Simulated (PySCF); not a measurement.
**Basis and Hamiltonian dependence of the excitation energy of Cl²⁺**

Cl²⁺ [Ne] 3s2 3p3 (4S) → Cl²⁺ [Ne] 3s2 3p2 4s1, s spin flipped. All values are computed (PySCF 2.14, energy differences of UHF-based or UKS calculations, no spin-orbit coupling). Values in eV.

```json
{"basis": "aug-cc-pV(D+d)Z", "Hamiltonian": "non-relativistic", "functions": "32", "UHF": "22.081", "r2SCAN": "22.522", "PBE0": "22.222", "MP2 (valence)": "22.142"}
{"basis": "def2-TZVPPD", "Hamiltonian": "non-relativistic", "functions": "51", "UHF": "22.021", "r2SCAN": "22.460", "PBE0": "22.141", "MP2 (valence)": "22.244"}
{"basis": "aug-cc-pCVTZ-DK with one added diffuse shell each of s, p, d, f type", "Hamiltonian": "spin-free X2C", "functions": "91", "UHF": "21.961", "r2SCAN": "22.383", "PBE0": "22.064", "MP2 (valence)": "22.158"}
{"basis": "aug-cc-pwCVQZ", "Hamiltonian": "non-relativistic", "functions": "134", "UHF": "22.003", "r2SCAN": "22.426", "PBE0": "22.095", "MP2 (valence)": "22.235"}
```

Frozen in the all-electron rows: valence: [Ne].

In the upper determinant the s electron has its spin opposite to the other open shell, which mixes two multiplicities.
